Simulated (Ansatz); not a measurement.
Geometry optimisation of Si₄Au₃⁻.

```yaml
crystal:
  periodic: [false, false, false]
  atoms:
    - {symbol: Au, position_ang: [-0.698030, 2.574410, -1.026710]}
    - {symbol: Au, position_ang: [2.102030, -0.238050, 1.188930]}
    - {symbol: Au, position_ang: [0.217390, -2.359230, 0.667230]}
    - {symbol: Si, position_ang: [-0.416850, -1.118830, -1.322590]}
    - {symbol: Si, position_ang: [-0.336580, -0.089810, 1.469540]}
    - {symbol: Si, position_ang: [0.870650, 0.736410, -0.705970]}
    - {symbol: Si, position_ang: [-1.738620, 0.495110, -0.270420]}
basis:
  gaussian: {orbitals: def2-SVPD}
total_charge: -1
hamiltonian: {xc: r2scan, dispersion: d4}
scf: {lower_state_search: "off"}
output: {orbitals: {seedname: orbitals}}
relax: {f_tol: 0.02, max_steps: 100}
```

```sh
$ ansatz run in.yaml --threads 4 --pin off --events-out ev --progress --plain --max-ram 4787MiB
```

Shortened log:

```
Functional definition: r2SCAN
mean field -42587.69144056 eV, -1565.0687934666 hartree, gradient 6.8e-6 eV, S^2 0.000000; 0 other end points of the search recorded, 0 dependent functions left out
relax step   1: F+E_penalty+E_count = -42587.83303367 eV  Δ(F+E_penalty+E_count) = +0.000e0 eV  max|allowed force component| = 1.598e0 eV/Å  Δτ_max = 0.0000 Å  (24 SCF iters, accepted)
mean field -42588.15580236 eV, -1565.0858584480 hartree, gradient 2.9e-6 eV, S^2 0.000000; 0 other end points of the search recorded, 0 dependent functions left out
relax step   2: F+E_penalty+E_count = -42588.30942497 eV  Δ(F+E_penalty+E_count) = -4.764e-1 eV  max|allowed force component| = 6.997e-1 eV/Å  Δτ_max = 0.1696 Å  (28 SCF iters, accepted)
mean field -42588.39173412 eV, -1565.0945287801 hartree, gradient 1.9e-6 eV, S^2 0.000000; 0 other end points of the search recorded, 0 dependent functions left out
relax step   3: F+E_penalty+E_count = -42588.55599246 eV  Δ(F+E_penalty+E_count) = -2.466e-1 eV  max|allowed force component| = 4.398e-1 eV/Å  Δτ_max = 0.1950 Å  (29 SCF iters, accepted)
mean field -42588.53964172 eV, -1565.0999642841 hartree, gradient 1.3e-6 eV, S^2 0.000000; 0 other end points of the search recorded, 0 dependent functions left out
relax step   4: F+E_penalty+E_count = -42588.70514369 eV  Δ(F+E_penalty+E_count) = -1.492e-1 eV  max|allowed force component| = 3.360e-1 eV/Å  Δτ_max = 0.2000 Å  (29 SCF iters, accepted)
mean field -42588.62976774 eV, -1565.1032763545 hartree, gradient 2.6e-6 eV, S^2 0.000000; 0 other end points of the search recorded, 0 dependent functions left out
relax step   5: F+E_penalty+E_count = -42588.79508569 eV  Δ(F+E_penalty+E_count) = -8.994e-2 eV  max|allowed force component| = 1.221e-1 eV/Å  Δτ_max = 0.2000 Å  (28 SCF iters, accepted)
mean field -42588.64809683 eV, -1565.1039499360 hartree, gradient 1.7e-6 eV, S^2 0.000000; 0 other end points of the search recorded, 0 dependent functions left out
relax step   6: F+E_penalty+E_count = -42588.81392416 eV  Δ(F+E_penalty+E_count) = -1.884e-2 eV  max|allowed force component| = 6.621e-2 eV/Å  Δτ_max = 0.1266 Å  (31 SCF iters, accepted)
mean field -42588.64951332 eV, -1565.1040019911 hartree, gradient 1.9e-6 eV, S^2 0.000000; 0 other end points of the search recorded, 0 dependent functions left out
relax step   7: F+E_penalty+E_count = -42588.81520656 eV  Δ(F+E_penalty+E_count) = -1.282e-3 eV  max|allowed force component| = 1.976e-2 eV/Å  Δτ_max = 0.0194 Å  (24 SCF iters, accepted)
Total energy: -42588.81521938 eV, -1565.1100915765 hartree
Atom 0 at    -0.280555     2.394884    -0.660768 Å, force     0.007803    -0.001787     0.004156 eV/Å
Atom 1 at     1.720963     0.473369     1.129357 Å, force     0.004040     0.001081     0.003182 eV/Å
Atom 2 at     0.207524    -2.415069     0.611662 Å, force     0.005304     0.004116     0.004722 eV/Å
Atom 3 at    -0.550818    -1.181319    -1.337473 Å, force    -0.009749     0.018013     0.000270 eV/Å
Atom 4 at    -0.465103    -0.379471     1.648366 Å, force    -0.006304     0.003428    -0.003665 eV/Å
Atom 5 at     1.145316     0.565826    -1.202001 Å, force    -0.005392    -0.005094    -0.003859 eV/Å
Atom 6 at    -1.777337     0.541790    -0.189132 Å, force     0.004297    -0.019757    -0.004806 eV/Å
Dipole moment:     0.585102     0.160775     0.383535 e Å
Checks for a lower state left out: stability, starts, cluster_reference, orbital_swaps, neighbouring_geometries, increment
```

Hardware: 4 threads of Arm Neoverse V1 on a shared host. Wall time 60 s.

In the def2 sets Au takes a core potential; there is no spin–orbit coupling. Another isomer (singlet) lies 0.38 eV lower at PBE0-D4/def2-TZVPD; other spin states weren't run for this one.
